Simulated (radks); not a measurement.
Results of a calculation; reference values are marked as such.
Charge is removed step by step from the 3d down level of the platinum ion Pt+, starting from [Ar] 3d(up 5, down 5) 4s2 4p6 4d10 4f14 5s2 5p6 5d9. Level of theory: scalar-relativistic Kohn-Sham, BLYP, spin-polarised, spherical densities, point nucleus; open shells are filled with parallel spins first (spin-orbit coupling, left out, can overturn this in heavy ions) (a radial shooting solver on a logarithmic mesh with Libxc functionals).

\begin{tabular}{lrrr}
removed (e) & E - E(0) (eV) & eigenvalue (eV) & E minus straight line (eV) \\ \hline
0 & 0.000 & -2129.4 & 0.000 \\
0.25 & 533.53 & -2146.4 & -6.461 \\
0.5 & 1071.3 & -2163.6 & -8.650 \\
0.75 & 1613.5 & -2181.0 & -6.514 \\
1 & 2160.0 & -2198.7 & 0.000 \\
\end{tabular}

Removing the whole electron costs 2160.0 eV by Delta-SCF, against 2129.4 eV from minus the eigenvalue at the starting occupation. Slater's transition state (half an electron removed) gives 2163.6 eV. Integrating minus the eigenvalue over the occupation (Janak's theorem) gives 2163.7 eV. In this scalar-relativistic scheme the density is built from large components alone, so the theorem holds only approximately. The mean slope of the eigenvalue, de/dn, is 69.3 eV per electron.
